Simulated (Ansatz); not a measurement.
`C[Si](O)(F)F` + H₂ → `O[SiH](F)F` + CH₄ at 298.15 K and 1 bar (hydrogenolysis of the Si–C bond).

Program: Ansatz. Geometries: PBE0-D4/def2-TZVP. ΔE: electronic, gas phase. CBS: MP2 limit from def2 TZ/QZ plus the TZ coupled-cluster correction, frozen cores. This one scheme is used for every species. One conformer a species, not always the lowest.

| species | CCSD(T)/CBS energy (Eh) | H − E (kJ/mol) | S (J/(mol·K)) |
| --- | --- | --- | --- |
| `C[Si](O)(F)F` | -604.51944 | 171.1 | 334.4 |
| H₂ | -1.17544 | 35.1 | 130.4 |
| `O[SiH](F)F` | -565.23707 | 91.8 | 297.2 |
| CH₄ | -40.46206 | 127.4 | 186.2 |

H − E and S are ideal-gas, rigid-rotor, harmonic terms from PBE0-D4/def2-TZVP, for one conformer and one mirror image of each species. The MP2-based limit puts H₂ 0.8 mEh under its directly extrapolated value; such offsets cancel only in part. 1 Eh = 2625.50 kJ/mol, R = 8.31446 J/(mol·K).

By hand: ΔE, ΔH, ΔS and ΔG.

ΔE = (-565.23707) + (-40.46206) − (-604.51944) − (-1.17544) = -0.00425 Eh = -11.2 kJ/mol. Δ(H − E) = 91.8 + 127.4 − 171.1 − 35.1 = 13.0, so ΔH = 1.8 kJ/mol. ΔS = 297.2 + 186.2 − 334.4 − 130.4 = 18.6 J/(mol·K). ΔG = 1.8 − 298.15 × (18.6)/1000 = -3.7 kJ/mol.

By hand: the equilibrium constant, and the temperature at which ΔG would vanish if ΔH and ΔS stayed fixed.

log₁₀ K = −ΔG/(RT ln 10) = 0.6. ΔG = 0 at ΔH/ΔS = 97 K, though so small a ΔH makes that figure unsure.

TΔS isn't small against ΔH here. The sign of ΔG lies within the doubt. A doubt of 5 kJ/mol in ΔE shifts log₁₀ K by 0.9 here. Other conformers and mirror images would add mixing entropy, several J/(mol·K) or more a flexible species. These are equilibria of isolated gas molecules and say nothing of rates. Largest T1 diagnostic: 0.011 (customary marks: 0.02 for closed shells, 0.045 for open ones).
